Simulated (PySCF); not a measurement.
Vibration and rotation of TeC⁺

ROHF-MP2 constants of TeC⁺, doublet, unpaired electrons σ ↑ (PySCF, scalar-relativistic core potentials, basis sets Te def2-SVPD with ECP28, C def2-SVPD; masses 129.9062 and 12.0000 u):

```
ωe            : 924.7 cm⁻¹
ωexe          : 0.883 cm⁻¹
Be            : 0.43906 cm⁻¹
αe            : 0.00189 cm⁻¹
De to Te⁺ + C : 3.27 eV
```

Problem. What force constant and bond length do these constants imply?

Solution. Reduced mass μred = 10.985 u; k = 5.8918×10⁻⁷·μred·ωe² (u, cm⁻¹, mdyn/Å) = 5.53 mdyn/Å; Re = √(16.8576/(μred·Be)) (u, cm⁻¹, Å) = 1.870 Å.

Problem. Estimate the centrifugal constant D from the Kratzer relation and find the Dunham coefficient a1.

Solution. D = 4Be³/ωe² = 3.96e-07 cm⁻¹; a1 = −1 − αeωe/(6Be²) = -2.51.

Correlated steps freeze 5 core orbitals. Correlated levels converge slowly with the basis: in double zeta they bind strong bonds too weakly, by up to about 1 eV, and carry superposition errors of some tenths. Spin–orbit coupling is left out, which matters for elements this heavy, above all for dissociation energies. For an ion De counts to the pair picked by the measured ionisation energies or electron affinities, which need not be the lowest pair at this level. The state is the lowest determinant that a PBE0 search found; another state may lie lower at other levels.
